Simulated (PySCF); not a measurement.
H₇FOSi₃, SMILES [SiH3]O[SiH2][SiH2]F (GFN2-xTB optimised geometry):

```
12

F      3.091    -1.467     0.000
Si     1.470    -1.467     0.000
Si     0.843     0.738     0.000
O     -0.778     0.683    -0.106
Si    -2.291     1.257    -0.170
H      1.160    -2.282    -1.177
H      1.161    -2.274     1.183
H      1.309     1.551    -1.134
H      1.162     1.501     1.217
H     -3.091     0.079    -0.494
H     -2.605     1.813     1.144
H     -2.348     2.282    -1.209
```

Level of theory: B3LYP/def2-TZVP (PySCF).

**Question.** What are the frontier orbital energies and the dipole moment?

**Answer.** HOMO-2 -9.32 eV, HOMO-1 -8.59 eV, HOMO -8.05 eV, LUMO -1.46 eV, LUMO+1 -0.17 eV; dipole moment 1.87 D.

Meta-Löwdin charges at B3LYP/def2-TZVP: F1 -0.53, Si2 0.72, Si3 0.67, O4 -0.86, Si5 0.80, H6 -0.10, H7 -0.11, H8 -0.11, H9 -0.11, H10 -0.12, H11 -0.13, H12 -0.13.
